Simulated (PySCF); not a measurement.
Assignment exercise: C3H11NO2Si2

Molfile (atoms numbered from 1):
```
C3H11NO2Si2
     RDKit          3D

 19 18  0  0  0  0  0  0  0  0999 V2000
    1.9051   -1.8162    1.9131 C   0  0  0  0  0  0  0  0  0  0  0  0
    1.0909   -1.4524    0.8439 O   0  0  0  0  0  0  0  0  0  0  0  0
   -0.0535   -0.2897    0.8904 Si  0  0  1  0  0  4  0  0  0  0  0  0
    0.6232    1.9033    0.9879 Si  0  0  0  0  0  4  0  0  0  0  0  0
   -0.7118   -0.5327   -0.7219 N   0  0  0  0  0  0  0  0  0  0  0  0
   -1.1933    0.5233   -1.3911 C   0  0  0  0  0  0  0  0  0  0  0  0
   -1.7815    0.2441   -2.7554 C   0  0  0  0  0  0  0  0  0  0  0  0
   -1.1538    1.6487   -0.9202 O   0  0  0  0  0  0  0  0  0  0  0  0
    2.6264   -2.5529    1.5581 H   0  0  0  0  0  0  0  0  0  0  0  0
    2.4374   -0.9503    2.3123 H   0  0  0  0  0  0  0  0  0  0  0  0
    1.3078   -2.2532    2.7172 H   0  0  0  0  0  0  0  0  0  0  0  0
   -1.1377   -0.7659    1.7754 H   0  0  0  0  0  0  0  0  0  0  0  0
   -0.4425    2.8048    1.4055 H   0  0  0  0  0  0  0  0  0  0  0  0
    1.6660    2.0309    2.0421 H   0  0  0  0  0  0  0  0  0  0  0  0
    1.3049    2.3732   -0.2193 H   0  0  0  0  0  0  0  0  0  0  0  0
   -0.7329   -1.4286   -1.1823 H   0  0  0  0  0  0  0  0  0  0  0  0
   -1.0090   -0.1502   -3.4131 H   0  0  0  0  0  0  0  0  0  0  0  0
   -2.1763    1.1647   -3.1758 H   0  0  0  0  0  0  0  0  0  0  0  0
   -2.5792   -0.4917   -2.6741 H   0  0  0  0  0  0  0  0  0  0  0  0
  1  2  1  0
  2  3  1  0
  3  4  1  0
  3  5  1  0
  5  6  1  0
  6  7  1  0
  6  8  2  0
  1  9  1  0
  1 10  1  0
  1 11  1  0
  3 12  1  1
  4 13  1  0
  4 14  1  0
  4 15  1  0
  5 16  1  0
  7 17  1  0
  7 18  1  0
  7 19  1  0
M  END
```

- geometry: GFN2-xTB
- PBE0/pcSseg-1 with gauge-including orbitals
- code: PySCF
- a single conformation, gas phase, non-relativistic Hamiltonian, one averaged value for each set of equivalent atoms

Chemical shifts δ = σref − σ; TMS for 13C, 1H, all at this level.

Q: Assign these signals to the numbered atoms. 13C{1H} NMR (computed): δ 178.0 (C), 51.8 (CH3), 25.5 (CH3).

A: 
178.0 → C6, amide carbonyl carbon: lone-pair donation from the attached heteroatom keeps it upfield of a ketone carbonyl
51.8 → C1, methyl carbon bonded to O: pulled downfield by the heteroatom
25.5 → C7, methyl carbon α to a carbonyl: α to the electron-withdrawing carbonyl group

Q: Assign these signals to the numbered atoms. 1H NMR (400 MHz, computed): δ 5.67 (q, 1H), 4.53 (br s, 1H), 3.81 (s, 3H), 3.61 (d, 3H), 1.95 (s, 3H).

A: 
| δ (ppm) | atoms | environment | reason |
| --- | --- | --- | --- |
| 5.67 | H12 | hydrogen on a silicon bonded to N, O, Si | – |
| 4.53 | H16 | hydrogen on an amide-type nitrogen | labile proton, position sensitive to the medium |
| 3.81 | H9/H10/H11 | hydrogen on a methyl carbon bonded to O | its carbon carries O, hence the downfield position |
| 3.61 | H13/H14/H15 | hydrogen on a silicon bonded to Si | – |
| 1.95 | H17/H18/H19 | hydrogen on a methyl carbon α to a carbonyl | α to C=O |

OH and NH positions are those of a molecule without intermolecular hydrogen bonds; in solution they move with solvent, concentration and temperature, and exchange usually removes their couplings. Shifts are as computed. Against solution values, carbons near 30 ppm lie about +3 ppm off and those near 130 ppm about +5 ppm. Of 1211 compounds with measured shifts, 218 miss one by over three times the rms of a fit or turn the order of signals round; such compounds aren't used in these exercises. Hydrogen bonding in solution deshields acid and N–H amide carbonyl carbons by as much as 10 ppm beyond these values. Multiplicities follow the n + 1 count of equivalent neighbours, as no J values were calculated; m marks all less simple cases, F and P coupling included.
